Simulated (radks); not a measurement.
Problem. Species: K4+. Configuration: [Ne] 3s2 3p3. Calculated with a radial shooting solver on a logarithmic mesh with Libxc functionals: non-relativistic Kohn-Sham, LDA (Slater exchange, Perdew-Wang correlation), spin-polarised, spherical densities, point nucleus; open shells are filled with parallel spins first. Some entries of the table are withheld. Estimate them.

orbital,occ.,eigenvalue (eV),<r> (bohr),<1/r> (bohr^-1)
1s up,1,-3560.571,0.08174,18.50
1s down,1,-3559.544,0.08173,18.50
2s up,1,-412.8975,0.3906,3.762
2s down,1,-411.8099,0.3900,3.764
2p up,3,(1),0.3508,3.696
2p down,3,(2),0.3503,3.697
3s up,1,-90.7577,1.171,1.195
3s down,1,-86.0560,1.182,1.186
3p up,3,-73.2277,1.235,1.104
3p down,0,-68.7076,1.253,1.090

Solution. 
(1) 2p up eigenvalue (eV): -343.8481
(2) 2p down eigenvalue (eV): -342.5142
